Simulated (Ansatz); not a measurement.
Consider the formal exchange of groups at the Sn–C bond: `C=[CH][SnH3]` + `CC(F)Cl` → `C[C](F)(Cl)[SnH3]` + ethylene.

Computed with Ansatz on PBE0-D4/def2-TZVP structures; ΔE is electronic, products minus reactants. CCSD(T)/CBS adds triple-zeta CCSD(T) − MP2 to the extrapolated MP2 energy (def2 sets, frozen cores). This one scheme is used for every species. DFT in def2-TZVPP. def2 core potentials past Kr. For Sn outer-core shells are correlated without core-valence functions, which leaves a few kJ/mol of doubt a bond.

(1) Is it downhill or uphill in electronic energy at CCSD(T)/CBS, and by how much? (Estimate.)

(2) What do these levels give: r2SCAN-D4, PBE0-D4, MP2/def2-TZVPP, SCS-MP2/def2-TZVPP, HF/def2-QZVPP, MP2/CBS(def2)? (Best estimate.)

Largest T1 diagnostic among the species: 0.013.

Answers

(1) Computed: Uphill: ΔE = +0.18 eV.

(2) The calculation gave: r2SCAN-D4 0.17, PBE0-D4 0.21, MP2/def2-TZVPP 0.22, SCS-MP2/def2-TZVPP 0.24, HF/def2-QZVPP 0.35, MP2/CBS(def2) 0.18 eV.

The D4 term adds −0.06 eV with B3LYP and −0.03 eV with PBE0; it sums over pairs of atoms, weighted by their polarisabilities, and B3LYP, whose exchange is more repulsive, gets the larger term. In def2-TZVPP, CCSD(T) changes the Hartree–Fock value by −0.13 eV (the triples alone add −0.02 eV) and MP2 by −0.13 eV. From PBE to PBE0 (25 % exact exchange), in def2-TZVPP and without D4, ΔE moves by +0.05 eV.

B3LYP here is the variant with VWN-RPA as its local correlation; programs differ in this.
